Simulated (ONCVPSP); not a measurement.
## Br (Z = 35): variants of one ONCV potential

Base potential:

```
Element                 : bromine
Generator               : ONCVPSP 4.0.1
Type                    : optimised norm-conserving Vanderbilt (ONCV)
Functional              : LDA (Perdew-Zunger)
Relativity              : fully relativistic
Frozen core             : [Ne]
Valence charge          : 25
Reference configuration : 3s2 3p6 3d10 4s2 4p5
Partial waves           : 3s+4s: rc 0.95 bohr, ncon 4, nbas 7, qcut 11.1 1/bohr, 2 projectors; 3p+4p: rc 0.80 bohr, ncon 3, nbas 6, qcut 20.4 1/bohr, 2 projectors; 3d: rc 0.60 bohr, ncon 4, nbas 8, qcut 24.3 1/bohr, 2 projectors, debl 3.3 Ha
Local potential         : polynomial inside 0.45 bohr (lpopt 5, dvloc0 1 Ha)
Core correction         : polynomial model core, fcfact 0.45
```

Open shells are filled in proportion to 2j + 1.

Cutoffs, loose and tight: the cutoffs (Ha) at which the residual kinetic energy of the hardest occupied pseudo-wave falls to 1 and 0.1 mHa per electron. They do not see the model core or the augmentation charge, which bear on the density cutoff. Test errors are all-electron minus pseudo excitation energies from the reference, over the configurations 3s2 3p6 3d10 4s2 4p4; 3s2 3p6 3d10 4s2 4p3; 3s2 3p6 3d10 4s2 4p2; 3s2 3p5 3d10 4s2 4p5. A dash means not determined; rows that change the core or the reference have their own tests.

| change | outcome | cutoff, loose | cutoff, tight | bound ghosts | GHOST(+) flags above zero | largest test error (meV) |
| --- | --- | --- | --- | --- | --- | --- |
| base | generated | 250 Ha | 278 Ha | none | s | +44 |
| p: qcut 11.8 | generated | 250 Ha | 278 Ha | none | s | +58 |
| p: qcut 15.1 | generated | 250 Ha | 278 Ha | none | s | +40 |
| p: qcut 17.8 | generated | 250 Ha | 278 Ha | none | s | +42 |
| p: qcut 19.5 | generated | 250 Ha | 278 Ha | none | s | +45 |
| p: qcut 22.8 | generated | 250 Ha | 278 Ha | none | s | +48 |
| p: qcut 25.9 | generated | 250 Ha | 278 Ha | none | s | +48 |
| p: qcut 28.4 | generated | 250 Ha | 278 Ha | none | s | +48 |
| p: qcut 29.6 | generated | 250 Ha | 278 Ha | none | s | +48 |

Reading the sweep of the qcut of the p channel (base included, trends over the rows without a ghost): The loose cutoff stays near 250 Ha. The median size of the test errors (rows with all tests solved) stays near 7.5 meV.
